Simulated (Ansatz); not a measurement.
Ansatz (a program for electronic structure) input:

Ansatz 0.2 input:
```yaml
crystal:
  periodic: [false, false, false]
  atoms:
    - {symbol: Zr, position_ang: [0.02771711, -0.22005480, 0.34240036]}
    - {symbol: O, position_ang: [-0.05811868, -1.65909430, -0.67111565]}
    - {symbol: O, position_ang: [0.70364923, 1.37833465, -0.58152725]}
    - {symbol: O, position_ang: [-0.78411610, 1.38103364, -0.45935892]}
basis:
  gaussian:
    orbitals: def2-TZVPD
hamiltonian:
  xc: {name: wB97X-V}
total_charge: -1
magnetization: {spin_polarized: true, initial_magnetization: 1}
```

Question: Predict the final energy.

Answer: -272.76607 Eh (wB97X-V/def2-TZVPD). The basis has 160 functions.

This state (charge -1, doublet) is run at the relaxed geometry of the species with charge 0 and multiplicity 1.
